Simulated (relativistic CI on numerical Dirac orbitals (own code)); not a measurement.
**Pd2+: M2,3 absorption edge**

Computed with this model: Dirac-Coulomb-Breit CI, KLI orbitals optimised for each configuration, model QED (radiative potential, 1s self-energy scaled to tabulated hydrogen-like ionisation energies), valence Slater integrals scaled by 0.9, multiplet model of core-to-valence dipole absorption; configurations [Kr] 4d8 → [Ne] 3s2 3p5 3d10 4s2 4p6 4d9; 10 K; Lorentzian 1.2 eV and Gaussian 0.4 eV FWHM. Energies are those of the free ion, without screening or charge transfer. The branching ratio is the share of the lower-energy edge in the whole absorption, uncertain by about 0.02 where the edges overlap. S is read from ⟨S²⟩ = S(S + 1).

Field parameters in Wybourne normalisation: D4h B²₀ = −7Ds, B⁴₀ = 21(Dq − Dt), B⁴₄ = 21√(5/14) Dq. The field is a parameter set, without covalency.

free ion: ground-state S = 1.00, centroid 536.47 eV, branching ratio 0.956. Peaks (eV, height): 535.2 (100).

D4h, 10Dq = 29750, Ds = -1500, Dt = 400 cm⁻¹: ground-state S = 1.00, centroid 543.88 eV, branching ratio 0.767. Peaks (eV, height): 537.2 (100), 565.8 (32).

D4h, 10Dq = 29750, Ds = 1070, Dt = 400 cm⁻¹: ground-state S = 1.00, centroid 543.88 eV, branching ratio 0.767. Peaks (eV, height): 537.0 (100), 565.8 (32).

D4h, 10Dq = 29750, Ds = 1710, Dt = 400 cm⁻¹: ground-state S = 1.00, centroid 543.87 eV, branching ratio 0.767. Peaks (eV, height): 536.8 (100), 537.8 (91), 565.2 (29), 566.0 (31).

D4h, 10Dq = 29750, Ds = 2360, Dt = 400 cm⁻¹: ground-state S = 1.00, centroid 543.86 eV, branching ratio 0.767. Peaks (eV, height): 536.5 (100), 538.0 (90), 565.0 (29), 566.2 (31).

D4h, 10Dq = 29750, Ds = 3000, Dt = 400 cm⁻¹: ground-state S = 1.00, centroid 543.86 eV, branching ratio 0.767. Peaks (eV, height): 536.5 (100), 538.0 (89), 564.8 (29), 566.5 (31).

The statistical ratio of this edge is 2/3 = 0.667. Values above it arise where the holes sit mainly in the j = l + 1/2 valence subshell or the ground state has high spin; values below it where core-valence Coulomb terms move weight to the upper edge, as in nearly empty shells.

Strongest unbroadened transitions for D4h, 10Dq = 29750, Ds = 1710, Dt = 400 cm⁻¹:

| Energy (eV) | Relative strength |
| --- | --- |
| 536.61 | 76.1 |
| 536.66 | 100.0 |
| 536.97 | 14.5 |
| 536.98 | 14.6 |
| 537.18 | 12.7 |
| 537.75 | 32.6 |
| 537.77 | 31.1 |
| 537.78 | 1.7 |
| 537.87 | 91.8 |
| 538.10 | 8.6 |
| 538.23 | 1.2 |
| 538.56 | 8.6 |
| 564.99 | 24.6 |
| 565.03 | 5.1 |
| 565.16 | 26.5 |
| 566.08 | 14.9 |
| 566.17 | 34.0 |
| 566.30 | 14.9 |
